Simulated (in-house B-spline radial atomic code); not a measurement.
Ca. Computed with a B-spline radial atomic code. Model: all-electron spherical atom, spin shells full or empty, radial basis limit, no spin-orbit coupling, Breit or QED, empty-state partial waves extrapolated as (l+1/2)^-4, RPA, G0W0 and static COHSEX of the highest shell as one setting changes (uncorrelated shells keep exact exchange).

Given: element Ca; charge 0; filled core Ar; hamiltonian one-electron scalar X2C; mean-field start HSE06; highest l of empty states 9; nuclear rms radius 3.4776 fm; highest mean-field shell 4s.

Shell: 4s 1 1 (electrons up and down).

| lowest nl shells left uncorrelated | RPA correlation energy (hartree) | G0W0 level (eV) | G0W0 minus most complete (meV) | COHSEX level (eV) | removal by RPA minus most complete (meV) |
| --- | --- | --- | --- | --- | --- |
| 0 | -1.2152 | -6.1685 | 0 | -7.8915 | 0 |
| 1 | -1.0785 | -6.1683 | 0.2 | -7.8908 | 0.1 |
| 2 | ? | ? | ? | ? | ? |
| 3 | -0.52177 | -6.16 | 8.5 | -7.8752 | -1.8 |
| 4 | ? | ? | ? | ? | ? |
| 5 | -0.060959 | -5.9239 | 244.6 | -7.5246 | -199.3 |

Question: What follows for lowest nl shells left uncorrelated = 4?

Answer: RPA correlation energy -0.38955 hartree; G0W0 level -6.1605 eV; G0W0 minus most complete 8 meV; COHSEX level -7.8761 eV; removal by RPA minus most complete -5.7 meV.

Question: What follows for lowest nl shells left uncorrelated = 2?

Answer: RPA correlation energy -0.92654 hartree; G0W0 level -6.1701 eV; G0W0 minus most complete -1.7 meV; COHSEX level -7.8953 eV; removal by RPA minus most complete 2 meV.
